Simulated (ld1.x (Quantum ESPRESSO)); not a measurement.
# Mo: excitation energies, all-electron against TM

| Quantity | Value |
| --- | --- |
| Element | Mo |
| Generator | ld1.x (Quantum ESPRESSO) 7.5 |
| Type | norm-conserving Troullier–Martins (Kleinman–Bylander form) |
| Functional | LDA (PZ) |
| Relativity | scalar-relativistic |
| Frozen core | [Kr] |
| Valence charge | 6 |
| Reference configuration | 4d5 5s1 5p0 |
| Partial waves | 5s (bound): rc 2.80 bohr; 5p (bound, empty): rc 3.20 bohr; 4d (bound): rc 2.45 bohr; 4f channel at 0.35 Ry: rc 2.55 bohr |
| Local potential | all-electron potential smoothed inside 2.30 bohr (lloc = -2) |
| Core correction | Bessel-smoothed model core, default radius (core density twice the valence density) |

Energies are relative to the spin-unpolarised reference configuration 4d5 5s1 5p0; without spin polarisation the order of configurations can differ from experiment. Spin-polarised rows fill each open shell by Hund’s rule, majority spin first.

```tsv
valence configuration	charge	ΔE all-electron (eV)	error AE − PS (meV)
4d5 5s0 5p0	+1	7.186	-13
4d4 5s0 5p0	+2	22.889	-62
4d3 5s0 5p0	+3	49.850	-400
4d4 5s2 5p0	0	0.139	-55
4d5.5 5s0.5 5p0	0	0.310	-12
4d4 5s1 5p1	0	3.760	-59
4d4 5s1 5p0	+1	8.262	-29
4d5 5s1 5p0 (spin-polarised)	0	-3.924	+119
4d5 5s0 5p0 (spin-polarised)	+1	3.795	+89
```

Levels in the configuration 4d5.5 5s0.5 5p0:

| level | all-electron (eV) | pseudo (eV) |
| --- | --- | --- |
| 4d | -3.167 | -3.147 |
| 5s | -4.003 | -4.026 |
